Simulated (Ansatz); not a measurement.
`O[Si](O)(Cl)[SiH](Cl)Cl` + HCl → `O[Si](O)(Cl)Cl` + dichlorosilane  (cleavage of the Si–Si bond)

Computed with Ansatz on PBE0-D4/def2-TZVP structures; ΔE is electronic, products minus reactants. CCSD(T)/CBS is the MP2 limit (def2-TZVPP, def2-QZVPP) plus CCSD(T) − MP2 in def2-TZVPP, frozen cores. This one scheme is used for every species. Functionals use def2-TZVPP. B3LYP here is the variant with VWN-RPA as its local correlation; programs differ in this. One conformer a species, not always the lowest.

| level | ΔE (kJ/mol) | difference from CCSD(T)/CBS |
| --- | --- | --- |
| PBE-D4 | -88.3 | 18.7 |
| r2SCAN-D4 | -106.7 | 0.3 |
| PBE0-D4 | -96.5 | 10.5 |
| B3LYP-D4 | -98.5 | 8.5 |
| ωB97X-V | -106.2 | 0.8 |
| ωB97M-V | -112.1 | -5.1 |
| B2PLYP | -112.0 | -5.0 |
| PBE | -95.6 | 11.4 |
| r2SCAN | -109.2 | -2.2 |
| PBE0 | -103.6 | 3.4 |
| B3LYP | -109.8 | -2.8 |
| HF/def2-TZVPP | -129.3 | -22.3 |
| MP2/def2-TZVPP | -114.0 | -7.0 |
| SCS-MP2/def2-TZVPP | -114.6 | -7.6 |
| CCSD/def2-TZVPP | -109.4 | -2.4 |
| CCSD(T)/def2-TZVPP | -106.4 | 0.6 |
| HF/def2-QZVPP | -130.2 | -23.2 |
| MP2/def2-QZVPP | -114.6 | -7.6 |
| SCS-MP2/def2-QZVPP | -115.4 | -8.4 |
| HF/CBS(def2) | -130.4 | -23.4 |
| MP2/CBS(def2) | -114.5 | -7.5 |
| CCSD/CBS(def2) | -110.0 | -3.0 |
| CCSD(T)/CBS | -107.0 | 0 |

Largest T1 diagnostic among the species: 0.011.

From PBE to PBE0 (25 % exact exchange), in def2-TZVPP and without D4, ΔE moves by −8.1 kJ/mol. The D4 term adds +11.3 kJ/mol with B3LYP and +7.1 kJ/mol with PBE0; it sums over pairs of atoms, weighted by their polarisabilities, and B3LYP, whose exchange is more repulsive, gets the larger term.
